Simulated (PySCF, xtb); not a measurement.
In(I)2(OH) (HI₂InO), SMILES [OH][In]([I])[I]. The values are those of a single conformer.

Harmonic wavenumbers (cm⁻¹) from GFN2-xTB (xtb 6.7.1) at its own minimum, in rising order: 46, 73, 107, 181, 267, 274, 434, 669, 3617.

Task: What does PBE0-D3(BJ)/def2-SVP (PySCF) give at its own minimum? (Estimate from the structure and the level; the computed values follow.)

Result: 49, 94, 109, 179, 235, 284, 616, 818, 3878. Paired by order, the mean absolute difference is 74 cm⁻¹ and the zero-point energies are 8.1 and 9.0 kcal/mol.
